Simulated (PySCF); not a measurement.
# Shifts of the heteroatoms

Geometry (Å), atoms numbered from 1 in this order:
```xyz
21

Si    0.9721   -0.7882   -1.7938
C     0.4784    0.0033   -0.1235
Si    1.6224    1.4842    0.2719
Si    0.6798   -1.2989    1.2573
C    -0.9249    0.5545   -0.2940
C    -2.1596   -0.2929   -0.2151
C    -1.8884    0.7399    0.8387
H     2.3495   -1.2803   -1.7511
H     0.8538    0.2091   -2.8632
H     0.0674   -1.9001   -2.0999
H     1.5268    2.4800   -0.8014
H     1.1961    2.1200    1.5219
H     3.0124    1.0455    0.3973
H     2.0633   -1.7778    1.2334
H    -0.1976   -2.4596    1.0724
H     0.4251   -0.7408    2.5900
H    -0.9679    1.3349   -1.0510
H    -2.0575   -1.3314    0.0566
H    -2.9558   -0.1096   -0.9223
H    -2.5013    1.6295    0.8558
H    -1.6029    0.3954    1.8197
```

Isolated molecule, one computed conformer, equivalent nuclei averaged, no relativistic terms. Geometry from GFN2-xTB; shieldings: GIAO PBE0/pcSseg-1; PySCF 2.14.0 with density-fitted response routines.

Problem. Predict the $^{29}$Si NMR data.

Solution. 
```
      atoms               environment  σ (ppm)  δ (ppm)
Si1/Si3/Si4  silicon bonded to C, 3 H    416.7    -62.5
```

Shieldings were converted by a linear fit to measured shifts: $^{29}$Si: δ = 279.94 − 0.822σ (rms 8.9 ppm, 72 shifts, 25.8 ppm with the 6 outliers that the fit left out vs TMS, solution or neat liquid). Occasional misses reach two or three times the rms, and more in compound classes unlike the fitted ones.

On a 500 MHz spectrometer $^{29}$Si resonates near 99.3 MHz, so 1 ppm is 99.3 Hz.
